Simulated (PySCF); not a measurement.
C8H7FO2.
Atom-mapped SMILES: `[CH3:1][O:2][C:3](=[O:4])[c:5]1[cH:6][cH:7][c:8]([F:9])[cH:10][cH:11]1` (hydrogens: H12, H13, H14 on C1; H15 on C6; H16 on C7; H17 on C10; H18 on C11)

Geometry (PBE0-D3(BJ)/def2-SVP, Å), atoms numbered from 1 in this order:
```
atom  x, y, z in Å
C1     3.3647   -0.7077   -0.1650
O2     1.9804   -0.6881    0.1303
C3     1.2600    0.2387   -0.5128
O4     1.7380    1.0132   -1.3038
C5    -0.1770    0.1997   -0.1416
C6    -1.0385    1.1128   -0.7599
C7    -2.3919    1.1285   -0.4482
C8    -2.8706    0.2196    0.4906
F9    -4.1637    0.2318    0.7962
C10   -2.0366   -0.7000    1.1190
C11   -0.6842   -0.7057    0.7974
H12    3.8406    0.2408    0.1257
H13    3.5347   -0.8623   -1.2407
H14    3.7913   -1.5371    0.4110
H15   -0.6189    1.8095   -1.4883
H16   -3.0838    1.8308   -0.9163
H17   -2.4588   -1.3939    1.8478
H18   -0.0072   -1.4154    1.2745
```

Theory: PySCF 2.14.0, PBE0-D3(BJ)/def2-SVP geometry optimisation, gas phase.

Masses are those of the commonest isotopes; rigid-rotor values at the optimised geometry. The values belong to one conformer with, in the numbering `[CH3:1][O:2][C:3](=[O:4])[c:5]1[cH:6][cH:7][c:8]([F:9])[cH:10][cH:11]1`, C1–O2–C3–O4 0°, O2–C3–C5–C6 -179°.

Task: Give the principal moments of inertia and the rotational constants in GHz.

Result: Ia = 145.20, Ib = 889.22, Ic = 1031.20 u·Å²; 505379 MHz·u·Å²/I gives 3481, 568.3 and 490.1 MHz, that is A = 3.4807, B = 0.5683, C = 0.4901 GHz.

Task: What kind of rotor is it?

Result: A near-prolate asymmetric top: κ = (2 × 568.3 − 3481 − 490.1)/(3481 − 490.1) = -0.95.

Task: Is it planar, by Δ = Ic − Ia − Ib?

Result: Not planar: Δ = Ic − Ia − Ib = -3.22 u·Å². For a rigid frame Δ = −2 Σ m c², so Σ m c² = 1.61 u·Å² lies off the ab plane: 1.60 from hydrogen and 0.01 from heavier atoms. The atom farthest from that plane is 0.92 Å away.

Task: Give the other two planar moments, Paa and Pbb, and the rms extents of the mass along the axes.

Result: Paa = Σ m a² = (Ib + Ic − Ia)/2 = 887.62 and Pbb = Σ m b² = (Ia + Ic − Ib)/2 = 143.59 u·Å². With the mass M = 154.04 u, the rms extents √(P/M) along a, b and c are 2.40, 0.97, 0.10 Å.

Task: Which lines would a microwave search look for?

Result: The dipole components are |μa| = 0.71 D, |μb| = 1.63 D, |μc| = 0.01 D. The squared components, which scale the intensities, stand as 0.19 : 1.00 : 0.00 (a : b : c). Some lines, for components of 0.1 D or more:

```tsv
type	branch	J(Ka,Kc)	MHz	lower level (cm⁻¹)
a	R	1(0,1) ← 0(0,0)	1058	0.000
a	R	2(1,2) ← 1(1,1)	2039	0.132
a	R	2(0,2) ← 1(0,1)	2115	0.035
a	R	2(1,1) ← 1(1,0)	2195	0.135
b	Q	1(1,0) ← 1(0,1)	2991	0.035
b	Q	2(1,1) ← 2(0,2)	3070	0.106
b	R	1(1,1) ← 0(0,0)	3971	0.000
b	R	2(1,2) ← 1(0,1)	4951	0.035
b	Q	2(2,0) ← 2(1,1)	8739	0.208
b	Q	2(2,1) ← 2(1,2)	8972	0.200
b	R	2(2,1) ← 1(1,0)	10932	0.135
b	R	2(2,0) ← 1(1,1)	11012	0.132
```

PBE0-D3(BJ)/def2-SVP frequencies: not computed here. Constants of a rigid frame at the computed geometry: no zero-point averaging, no centrifugal distortion. A rigid rotor knows nothing of internal rotation, which can split or shift real lines.
